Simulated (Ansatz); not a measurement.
The same group exchange along the group F, Cl, I.

Program: Ansatz. Geometries: PBE0-D4/def2-TZVP. ΔE: electronic, gas phase. CCSD(T)/CBS is the MP2 limit (def2-TZVPP, def2-QZVPP) plus CCSD(T) − MP2 in def2-TZVPP, frozen cores. This one scheme is used for every species. DFT in def2-TZVPP. def2 core potentials past Kr. For I, Se outer-core shells are correlated without core-valence functions, which leaves a few kJ/mol of doubt a bond. Scalar relativity is left out up to krypton. One conformer a species, not always the lowest.

```csv
reaction,PBE-D4 (kJ/mol),ωB97M-V (kJ/mol),HF/CBS(def2) (kJ/mol),r2SCAN-D4 (kJ/mol),CCSD(T)/CBS(def2) (kJ/mol)
`C=C(F)S` + `C[SeH]` → `C=C(S)C[SeH]` + H–F,-46,-43,-23,-39,-64
`C=C(S)Cl` + `C[SeH]` → `C=C(S)C[SeH]` + HCl,-33,-34,-26,-32,-40
`C=C(S)I` + `C[SeH]` → `C=C(S)C[SeH]` + HI,-24,-27,-25,-25,-23
```

Largest T1 diagnostic: 0.012, for `C=C(F)S`.
